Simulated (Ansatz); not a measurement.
Start from `[CH3][Sn]([F])([F])[F]` and change one atom or group to get `[NH2][Sn]([F])([F])[F]`.

Ansatz, PBE0-D4/def2-TZVP geometries, multiplicity 1. Each molecule was computed in one conformer, which needn't be the lowest.

Elements past krypton have def2 core potentials.

```json
{"property": "LUMO energy (ωB97M-V/def2-TZVPP) / eV", "`[CH3][Sn]([F])([F])[F]`": "0.20"}
{"property": "HOMO energy (PBE0/def2-TZVPP) / eV", "`[CH3][Sn]([F])([F])[F]`": "-10.20"}
{"property": "LUMO energy (PBE0/def2-TZVPP) / eV", "`[CH3][Sn]([F])([F])[F]`": "-1.82"}
{"property": "LUMO energy (B3LYP/def2-TZVPP) / eV", "`[CH3][Sn]([F])([F])[F]`": "-2.20"}
{"property": "size of the dipole moment (PBE/def2-TZVPP) / D", "`[CH3][Sn]([F])([F])[F]`": "4.50"}
{"property": "HOMO–LUMO gap (PBE/def2-TZVPP) / eV", "`[CH3][Sn]([F])([F])[F]`": "5.83"}
```

(1) What does the change do to each property? (An estimate is asked.)

Answers

(1) Ansatz gave: 
| property | `[NH2][Sn]([F])([F])[F]` | shift |
| --- | --- | --- |
| LUMO energy (ωB97M-V/def2-TZVPP) / eV | -0.37 | -0.57 |
| HOMO energy (PBE0/def2-TZVPP) / eV | -9.13 | 1.07 |
| LUMO energy (PBE0/def2-TZVPP) / eV | -2.43 | -0.61 |
| LUMO energy (B3LYP/def2-TZVPP) / eV | -2.82 | -0.62 |
| size of the dipole moment (PBE/def2-TZVPP) / D | 3.67 | -0.83 |
| HOMO–LUMO gap (PBE/def2-TZVPP) / eV | 4.15 | -1.68 |

With PBE0 the HOMO rises by 1.07 eV and the LUMO falls by 0.61 eV, so the gap narrows by about 1.68 eV. PBE moves the HOMO by 1.08 eV and ωB97M-V by 0.90 eV. Dipoles are sizes alone; their direction can turn.

B3LYP here is the variant with VWN-RPA as its local correlation; programs differ in this.
